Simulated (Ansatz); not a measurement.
Species: CH5OSi, charge 0, doublet. CH5OSi (SMILES [SiH](O)C, doublet).
B3LYP-D3(BJ)/def2-TZVP minimum from Ansatz (an electronic-structure program):
```xyz
8

Si    -0.4763     0.1580     0.2518
C      0.3306    -1.5323     0.0573
O      0.3897     1.3494    -0.5203
H     -0.4753     0.5758     1.6806
H      1.3660    -1.4967     0.4091
H     -0.2089    -2.2760     0.6477
H      0.3313    -1.8656    -0.9821
H      0.5536     1.2489    -1.4616
```
Charge 0, spin multiplicity 2.

Property: atomisation energy (electronic, to ground-state atoms), in kcal/mol. UHF or UKS for unpaired electrons; spin-orbit terms are left out. CBS(X,Y): correlation extrapolated as X^-3, Hartree-Fock from the larger set. A bracket is a step between two methods taken in the basis named. Functionals run without relativity, which enters their misses. Double hybrids freeze cores in their MP2 part. '+ core + X2C': CCSD(T) terms for core correlation (cc-pwCVTZ, 1s frozen past Ne) and scalar relativity (cc-pVTZ-DK). For partners of very few electrons the exact lower level stands in for a higher one.

CCSD(T)/CBS(cc-pV(T+d)Z,cc-pV(Q+d)Z) + [CCSDT(Q) - CCSD(T)]/cc-pV(D+d)Z + core + X2C (Ansatz) gives 671.4 kcal/mol.

Question: What does PBE/def2-TZVPD (Ansatz) give here, and how do the other levels compare?

Answer: PBE gives 673.0 kcal/mol, 1.6 kcal/mol above it. Differences of the others: r2SCAN/def2-TZVPD (Ansatz) -0.1; PBE0/def2-TZVPD (Ansatz) -7.8; wB97M-V/def2-TZVPD (Ansatz) -2.9; B2PLYP/def2-TZVPD (Ansatz) -11.5; CCSD(T)/CBS(cc-pV(T+d)Z,cc-pV(Q+d)Z) + core + X2C (Ansatz) -0.6 kcal/mol. Nearer than PBE: r2SCAN/def2-TZVPD, CCSD(T)/CBS(cc-pV(T+d)Z,cc-pV(Q+d)Z) + core + X2C.
